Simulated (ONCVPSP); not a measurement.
ruthenium (Ru): variants of one ONCV potential

Base potential:

ruthenium (Ru), optimised norm-conserving Vanderbilt (ONCV), made with ONCVPSP 4.0.1 (PBEsol, scalar-relativistic). Core [Ar] 3d10, reference 4s2 4p6 4d7 5s1. Waves: 4s+5s: rc 2.00 bohr, ncon 4, nbas 7, qcut 7.6 1/bohr, 2 projectors; 4p: rc 1.80 bohr, ncon 5, nbas 8, qcut 6.1 1/bohr, 2 projectors, debl 0.3 Ha; 4d: rc 2.25 bohr, ncon 5, nbas 10, qcut 7.3 1/bohr, 2 projectors, debl 3.6 Ha. Local part: polynomial inside 1.75 bohr (lpopt 1, dvloc0 0 Ha). Core correction: Teter function, fcfact 4.75, rcfact 1.75.

In the p channel the program set the typed energies aside and used -1.704, 0.250 Ha.

All-electron outer shells of the reference configuration (PBEsol, scalar-relativistic, ld1.x):

```json
{"shell": "3d", "level (eV)": "-273.13", "outermost node (bohr)": "–", "outermost maximum (bohr)": "0.30"}
{"shell": "4s", "level (eV)": "-76.31", "outermost node (bohr)": "0.48", "outermost maximum (bohr)": "0.92"}
{"shell": "4p", "level (eV)": "-46.38", "outermost node (bohr)": "0.49", "outermost maximum (bohr)": "0.98"}
{"shell": "4d", "level (eV)": "-5.22", "outermost node (bohr)": "0.48", "outermost maximum (bohr)": "1.21"}
{"shell": "5s", "level (eV)": "-4.27", "outermost node (bohr)": "1.24", "outermost maximum (bohr)": "2.73"}
```

Cutoffs, loose and tight: the cutoffs (Ha) at which the residual kinetic energy of the hardest occupied pseudo-wave falls to 1 and 0.1 mHa per electron. They do not see the model core or the augmentation charge, which bear on the density cutoff. Test errors are all-electron minus pseudo excitation energies from the reference, over the configurations 4s2 4p6 4d7 5s0; 4s2 4p6 4d6 5s0; 4s2 4p6 4d5 5s0; 4s2 4p6 4d7 5s0 5p1. A dash means not determined; rows that change the core or the reference have their own tests.

```csv
change,outcome,"cutoff, loose","cutoff, tight",bound ghosts,GHOST(+) flags above zero,largest test error (meV)
base,"generated, projector energies reset by the program",19 Ha,22 Ha,none,none,+18
"core correction Teter function, fcfact 4.75, rcfact 1","generated, projector energies reset by the program",19 Ha,22 Ha,none,none,+19
"core correction Teter function, fcfact 4.75, rcfact 1.16","generated, projector energies reset by the program",19 Ha,22 Ha,none,none,+19
"core correction Teter function, fcfact 4.75, rcfact 1.3","generated, projector energies reset by the program",19 Ha,22 Ha,none,none,+20
"core correction Teter function, fcfact 4.75, rcfact 1.54","generated, projector energies reset by the program",19 Ha,22 Ha,none,none,+21
"core correction Teter function, fcfact 4.75, rcfact 1.62","generated, projector energies reset by the program",19 Ha,22 Ha,none,none,+20
"core correction Teter function, fcfact 4.75, rcfact 1.84","generated, projector energies reset by the program",19 Ha,22 Ha,none,none,+14
"core correction Teter function, fcfact 4.75, rcfact 2.06","generated, projector energies reset by the program",19 Ha,22 Ha,none,none,-17
```

Reading the sweep of the rcfact (base included, trends over the rows without a ghost): The loose cutoff stays near 19 Ha. The median size of the test errors (rows with all tests solved) rises from 1.8 meV at 1 to 5.2 meV at 2.06.
